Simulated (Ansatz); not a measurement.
Species: H2BF2N, SMILES `NB(F)F` (charge 0, multiplicity 1).

Give a relaxed geometry from B3LYP-D3(BJ)/def2-TZVP (Ansatz, a first-principles code).

the end point of this relaxation (outside a Z-matrix the atoms follow the SMILES, hydrogens last).
Z-matrix (Å, degrees):
```
B
F 1 1.3345
F 1 1.3345 2 117.54
N 1 1.3942 2 121.23 3 180.00
H 4 1.0045 1 122.44 2 -180.00
H 4 1.0045 5 115.11 1 -179.99
```
